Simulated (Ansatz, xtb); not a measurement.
Relative energy of two structures of Al2F2H4S2

Structure X is `[F][Al@H-]1[SH+][Al@@H-]([F])[SH+]1`, a singlet and structure Y is a singlet given by its coordinates. Both are isolated molecules in the gas phase, relaxed with PBE0-D4/def2-SVP.

X (Å):

```xyz
10

Al    1.3903   -0.4223   -0.7517
Al   -0.9450    0.4688    1.2316
F     0.8623   -0.7438   -2.3065
F    -2.4535    0.5213    0.5096
S    -0.0627   -1.6558    0.6581
S     0.4737    1.6976   -0.2168
H     2.8894   -0.5431   -0.2948
H    -0.9736   -1.8519   -0.3262
H    -0.6857    0.8210    2.7414
H    -0.4121    1.6570   -1.2418
```

Y (Å):

```yaml
atoms:
  - { symbol: Al, position_ang: [-2.7748, -0.5167, -0.4735] }
  - { symbol: Al, position_ang: [0.1528, 0.1341, -0.5169] }
  - { symbol: F, position_ang: [-1.4691, 0.5249, 0.2671] }
  - { symbol: F, position_ang: [-3.6061, 0.4506, -1.5454] }
  - { symbol: S, position_ang: [-1.0512, -1.5496, -1.7138] }
  - { symbol: S, position_ang: [0.6990, 1.7699, -1.8688] }
  - { symbol: H, position_ang: [-3.4701, -1.4049, 0.6130] }
  - { symbol: H, position_ang: [-1.2598, -0.7975, -2.8208] }
  - { symbol: H, position_ang: [1.1095, -0.5130, 0.5521] }
  - { symbol: H, position_ang: [1.9936, 1.7345, -1.4809] }
```

Close contacts (Å): Al1–F3 1.83, Al1–F4 1.67, Al1–S5 2.36, Al2–F3 1.84, Al2–S5 2.39, Al2–S6 2.19, Al1–H7 1.57, Al2–H9 1.57, S5–H8 1.35, S6–H10 1.35.

Task: Estimate which is lower in electronic energy at CCSD(T)/def2-SVP + ΔMP2/def2-TZVPP, and by roughly how much.

Result: The CCSD(T)/def2-SVP + ΔMP2/def2-TZVPP calculation puts structure Y lower, by 0.078 eV.

Level by level:

| level | geometry | E(Y) − E(X) (eV) | departure from the last row (eV) | job, with rough time for the two |
| --- | --- | --- | --- | --- |
| PBE0-D4/def2-SVP | PBE0-D4/def2-SVP | −0.128 | −0.051 | optimisation, 83 s |
| HF/def2-SVP | PBE0-D4/def2-SVP | −0.280 | −0.202 | part of the CCSD(T) run |
| MP2/def2-SVP | PBE0-D4/def2-SVP | −0.201 | −0.124 | part of the CCSD(T) run |
| CCSD(T)/def2-SVP | PBE0-D4/def2-SVP | −0.217 | −0.139 | single point |
| CCSD(T)/def2-SVP + ΔMP2/def2-TZVPP | PBE0-D4/def2-SVP | −0.078 |  | single point, 40 s |

The levels shown agree on the order. The largest departure from CCSD(T)/def2-SVP + ΔMP2/def2-TZVPP is that of HF/def2-SVP, 0.202 eV. Levels run at GFN2-xTB geometries aren't shown. The last row adds to CCSD(T) the change of the MP2 difference between the two basis sets, here +0.139 eV, a large step that makes the value less sure.

With thermal terms from frequencies at re-optimised GFN2-xTB minima (ideal gas, soft modes damped towards free rotors, one conformer each, 298.15 K, 1 atm): the zero-point term adds −0.005 eV; ΔH is −0.076 and ΔG −0.121 eV.

The correlated steps freeze 22 core orbitals. Mirror images aren't counted in ΔG. Codes used: Ansatz 0.2.0, xtb 6.7.1; the last row on 2 threads of Arm Neoverse V2 on a shared host.
